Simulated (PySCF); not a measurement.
Below is a simulated gas-phase B 1s photoelectron spectrum of `CB(C)BF`.

Every computed line was given a Gaussian of 0.4 eV full width at half maximum and an area set by the number of equivalent atoms; the highest printed point is 100. Level of theory: PySCF, delta-SCF UKS SCAN, pcX-2 on the ionised atom, pcseg-1 elsewhere, spin-free X2C.

binding energy (eV), intensity and a bar:
```
    195.0          0 
    195.1          2 
    195.2          7 ##
    195.3         23 #######
    195.4         54 ################
    195.5         87 ##########################
    195.6        100 ##############################
    195.7         81 ########################
    195.8         47 ##############
    195.9         19 ######
    196.0          5 ##
    196.1          1 
    196.2          0 
    196.3          0 
    196.4          0 
    196.5          0 
    196.6          0 
    196.7          1 
    196.8          4 #
    196.9         14 ####
    197.0         37 ###########
    197.1         72 #####################
    197.2         98 #############################
    197.3         94 ############################
    197.4         64 ###################
    197.5         31 #########
    197.6         11 ###
    197.7          3 #
    197.8          0
```

**Question.** Count the maxima, the lines and the sites behind this envelope.

**Answer.** The curve has 2 maxima (at 195.6 and 197.2 eV). Under it lie 2 lines from 2 inequivalent boron sites.

**Question.** Decompose the envelope and assign each component. Numbering: `[CH3:1][B:2]([CH3:3])[BH:4][F:5]`.

**Answer.** 
```csv
position (eV),relative area,line,atoms,environment
195.59,1,B 1s,B2,three-coordinate boron
197.24,1,B 1s,B4,three-coordinate boron
```

**Question.** What are the centre and the root-mean-square width of the whole band?

**Answer.** The area-weighted mean of the lines is 196.41 eV. Their own spread about it is 0.82 eV (rms) and each Gaussian has σ = 0.4/2.355 = 0.17 eV; the variances add, which gives 0.84 eV.

**Question.** Above which line width would these two lines show one maximum?

**Answer.** Two equal Gaussians merge once their distance is under 2σ = FWHM/1.177. With 1.65 eV between them that is a full width over 1.94 eV.

The listed B 1s values span 1.65 eV, from B2 (bonded to 2 C and B) to B4 (bonded to F, H and B). Summing the Pauling electronegativity differences to the bonded atoms, each weighted by its formal bond order, gives +1.02 for the lowest site and +2.10 for the highest.

The curve has no shake-up lines and no vibrational structure. Geometry: PBE0-D3(BJ)/def2-SVP; no solvent, vibrations or thermal averaging.

Conformer computed: `[CH3:1][B:2]([CH3:3])[BH:4][F:5]`: C1–B2–B4–F5 -87°.
